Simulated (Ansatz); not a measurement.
One change: `C[SiH](O)[GeH2][OH]` becomes `C[SiH](O)Cl`.

Ansatz, PBE0-D4/def2-TZVP geometries, multiplicity 1. Each molecule was computed in one conformer, which needn't be the lowest.

Scalar relativity is left out up to krypton.

```json
{"property": "size of the dipole moment (ωB97M-V/def2-TZVPP) / D", "`C[SiH](O)[GeH2][OH]`": "2.68"}
{"property": "HOMO–LUMO gap (B3LYP/def2-TZVPP) / eV", "`C[SiH](O)[GeH2][OH]`": "6.47"}
{"property": "HOMO energy (PBE/def2-TZVPP) / eV", "`C[SiH](O)[GeH2][OH]`": "-6.08"}
{"property": "HOMO–LUMO gap (PBE0/def2-TZVPP) / eV", "`C[SiH](O)[GeH2][OH]`": "6.91"}
{"property": "LUMO energy (PBE0/def2-TZVPP) / eV", "`C[SiH](O)[GeH2][OH]`": "-0.46"}
{"property": "size of the dipole moment (B3LYP/def2-TZVPP) / D", "`C[SiH](O)[GeH2][OH]`": "2.66"}
```

(1) What does the change do to each property? (Best estimate.)

## Answers

(1) The calculation gave: 
```
                                          property  `C[SiH](O)Cl`  shift
size of the dipole moment (ωB97M-V/def2-TZVPP) / D           1.98  -0.70
             HOMO–LUMO gap (B3LYP/def2-TZVPP) / eV           8.66   2.19
                 HOMO energy (PBE/def2-TZVPP) / eV          -7.23  -1.15
              HOMO–LUMO gap (PBE0/def2-TZVPP) / eV           9.22   2.31
                LUMO energy (PBE0/def2-TZVPP) / eV           0.61   1.07
  size of the dipole moment (B3LYP/def2-TZVPP) / D           1.96  -0.70
```

With PBE0 the HOMO falls by 1.25 eV and the LUMO rises by 1.07 eV, so the gap widens by about 2.32 eV. PBE moves the HOMO by -1.15 eV and ωB97M-V by -1.39 eV. Dipoles are sizes alone; their direction can turn.

B3LYP here is the variant with VWN-RPA as its local correlation; programs differ in this.
